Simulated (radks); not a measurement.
Q: Ge19+, configuration [Ne] 3s2 3p1. Method: scalar-relativistic Kohn-Sham, LB94 model potential, spin-polarised, spherical densities, finite nucleus; open shells are filled with parallel spins first; Fermi nuclear charge, rms radius 4.0742 fm; computed with a radial shooting solver on a logarithmic mesh with Libxc functionals. Some entries of the table are withheld. Estimate them.

orbital  occ.  eigenvalue (hartree)  <r^2> (bohr^2)
1s down     1             -434.8596        0.002956
1s up       1             -434.8543        0.002957
2s up       1             -79.15932         0.05034
2s down     1             -79.15724         0.05042
2p up       3             -73.03021         0.03970
2p down     3             -73.00446         0.03978
3s up       1             -29.24539          0.3117
3s down     1             -29.14436          0.3106
3p up       1                   (1)          0.3017
3p down     0                   (2)          0.3002
3d up       0             -24.73617          0.2453
3d down     0             -24.70813          0.2429
4s up       0                   (3)           1.101
4s down     0                   (4)           1.105

A: 
(1) 3p up eigenvalue (hartree): -27.34602
(2) 3p down eigenvalue (hartree): -27.25972
(3) 4s up eigenvalue (hartree): -15.27260
(4) 4s down eigenvalue (hartree): -15.21963
